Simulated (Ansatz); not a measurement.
C2H8AlFS, SMILES `[CH3][Al-]([CH3])([F])[SH2+]`. The species carries charge 0 and has multiplicity 1.

```xyz
13

C     0.971   -0.574   -1.370
Al    0.381    0.393    0.226
C     0.191   -0.458    1.973
F     0.673    2.047    0.225
S    -2.114    0.826   -0.397
H     0.452   -1.531   -1.488
H     0.827    0.002   -2.288
H     2.040   -0.807   -1.309
H     1.171   -0.687    2.407
H    -0.354   -1.405    1.910
H    -0.333    0.180    2.690
H    -1.752    1.935   -1.065
H    -2.153    0.079   -1.513
```

Task: List the harmonic frequencies (cm⁻¹, unscaled) at PBE0-D4/def2-TZVP in Ansatz. (Best estimate.)

Result: Computed: 43i, 96, 101, 108, 118, 159, 168, 208, 233, 399, 448, 548, 596, 614, 683, 697, 714, 815, 1197, 1219, 1221, 1440, 1443, 1447, 1451, 2712, 2726, 3029, 3032, 3103, 3106, 3113, 3118.

Task: Is this a minimum?

Result: No: 1 imaginary mode, so it is a saddle point.
